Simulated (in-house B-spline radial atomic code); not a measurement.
**Ionising Kr7+ with different functionals**

Computed with a B-spline radial code for spherical atoms: non-relativistic Hamiltonian, point nucleus, spin-polarised at highest spin, spherical fractional occupations for the functionals, and exact exchange of hybrids averaged over the configuration. The ionisation energy is the difference of two self-consistent energies, [Ar] 3d10 4s1 → [Ar] 3d10, without Breit or QED terms; ε is the level of the shell that loses the electron (its least bound occupied spin orbital). There is no spin-orbit coupling in this Hamiltonian.

```json
{"method": "PBE0", "rung": "global hybrid", "ΔSCF (eV)": "124.81", "-ε(4s) (eV)": "119.12"}
{"method": "B3LYP", "rung": "global hybrid", "ΔSCF (eV)": "125.47", "-ε(4s) (eV)": "119.23"}
{"method": "TPSSh", "rung": "global hybrid", "ΔSCF (eV)": "124.52", "-ε(4s) (eV)": "117.99"}
{"method": "M06-2X", "rung": "global hybrid", "ΔSCF (eV)": "124.28", "-ε(4s) (eV)": "119.95"}
{"method": "BHandHLYP", "rung": "global hybrid", "ΔSCF (eV)": "124.84", "-ε(4s) (eV)": "120.83"}
{"method": "r2SCAN0", "rung": "global hybrid", "ΔSCF (eV)": "124.26", "-ε(4s) (eV)": "119.40"}
{"method": "B97-1", "rung": "global hybrid", "ΔSCF (eV)": "124.35", "-ε(4s) (eV)": "118.41"}
{"method": "HSE06", "rung": "range-separated hybrid", "ΔSCF (eV)": "124.91", "-ε(4s) (eV)": "118.90"}
{"method": "wB97X", "rung": "range-separated hybrid", "ΔSCF (eV)": "123.39", "-ε(4s) (eV)": "121.57"}
{"method": "CAM-B3LYP", "rung": "range-separated hybrid", "ΔSCF (eV)": "125.47", "-ε(4s) (eV)": "121.13"}
{"method": "LC-wPBE", "rung": "range-separated hybrid", "ΔSCF (eV)": "125.14", "-ε(4s) (eV)": "122.60"}
```

**Question.** Among the functionals, which spreads more, the ΔSCF values or the orbital energies?

**Answer.** The orbital energies: ΔSCF values span about 2.08 eV and the orbital energies 4.61 eV.

**Question.** How do they compare with the NIST value?

**Answer.** NIST lists 125.802 eV ± 0.003 (measured, ground level to ground level). Errors run from -2.42 to -0.33 eV; CAM-B3LYP is closest (-0.33 eV), though others lie within the uncertainty of it, and part of that can be cancellation, since the calculations leave out relativity, Breit-QED terms.
